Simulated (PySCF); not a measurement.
# Choosing a basis for TDDFT

Compound: GeH₆S₂Si.
InChI=1S/GeH6S2Si/c2-1-3-4/h2H,1H2,4H3

TDDFT with PBE0 (PySCF), vertical singlets, core orbitals frozen in the response, spherical d and f functions. Isolated species at its PBE0-D3(BJ)/def2-SVP geometry (one conformer only). The PBE0/6-31G* calculation is non-relativistic and has no spin–orbit coupling, an omission that weighs most on germanium.

Problem. Compare 6-31G*, def2-SVP, def2-SVPD, aug-cc-pVDZ, def2-TZVP and def2-TZVPD for this molecule.

Solution. 

```
      basis  functions  diffuse  S1 (eV)  S2 (eV)  S3 (eV)  S4 (eV)  S5 (eV)  LUMO (eV)  α (au)
     6-31G*         98       no     5.56     5.74     5.92     6.28     6.52      -0.44    82.3
   def2-SVP        116       no     5.75     5.94     6.10     6.39     6.65      -0.19    83.9
  def2-SVPD        164      yes     5.39     5.60     5.82     6.02     6.28      -0.74   102.2
aug-cc-pVDZ        171      yes     5.35     5.56     5.73     5.86     6.12      -0.77   102.8
  def2-TZVP        195       no     5.46     5.66     5.94     6.22     6.44      -0.56    95.7
 def2-TZVPD        243      yes     5.36     5.56     5.78     5.94     6.19      -0.75   103.0
```

States are compared by their number. Against the largest diffuse basis here (def2-TZVPD, itself not a converged limit), sets without diffuse functions differ by up to 0.40 eV in S1 and 0.46 eV in S5; the smaller diffuse sets differ by up to 0.04 and 0.09 eV. State by state, the largest deviation of a set without diffuse functions is S1 0.40, S2 0.38, S3 0.32, S4 0.45, S5 0.46 eV. The same number needn't mean the same state in each row. Against def2-TZVPD the polarisability deviates by -20% in 6-31G*, -19% in def2-SVP, -1% in def2-SVPD, 0% in aug-cc-pVDZ, -7% in def2-TZVP.
